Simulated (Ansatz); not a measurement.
Program: Ansatz. Geometries: PBE0-D4/def2-TZVP. ΔE: electronic, gas phase. CCSD(T)/CBS is the MP2 limit (def2-TZVPP, def2-QZVPP) plus CCSD(T) − MP2 in def2-TZVPP, frozen cores. This one scheme is used for every species. Functionals use def2-TZVPP. Elements past krypton have def2 core potentials. For In outer-core shells are correlated without core-valence functions, which leaves a few kJ/mol of doubt a bond. One conformer a species, not always the lowest.

Reaction (cleavage of the Si–In bond): `N[SiH](Cl)[InH2]` + CH₃SH → `CS[SiH](N)Cl` + `[InH3]`

CCSD(T)/CBS gives -39.0 kJ/mol.

Problem. Another level gave -44.7 kJ/mol. Which?
A. CCSD/def2-TZVPP
B. ωB97M-V/def2-TZVPP
C. PBE/def2-TZVPP
D. revPBE/def2-TZVPP

Solution. B. ωB97M-V -44.7, CCSD/def2-TZVPP -38.4, revPBE -24.3, PBE -28.6 kJ/mol.

Largest T1 diagnostic among the species: 0.014.

From PBE to PBE0 (25 % exact exchange), in def2-TZVPP and without D4, ΔE moves by −5.4 kJ/mol. The D4 term adds −8.9 kJ/mol with B3LYP and −4.8 kJ/mol with PBE0; it sums over pairs of atoms, weighted by their polarisabilities, and B3LYP, whose exchange is more repulsive, gets the larger term. Leaving LDA and LC-ωPBE aside and taking each functional with its dispersion term where it has one, the values, not all of them listed here, spread over 20.1 kJ/mol, from B97M-V to PBE-D4. LDA lies −10.5 kJ/mol from PBE without D4.

CCSD(T)/CBS has its own doubt, a few kJ/mol and more with outer-core shells, so smaller differences from it don't rank the levels.

B3LYP here is the variant with VWN-RPA as its local correlation; programs differ in this.
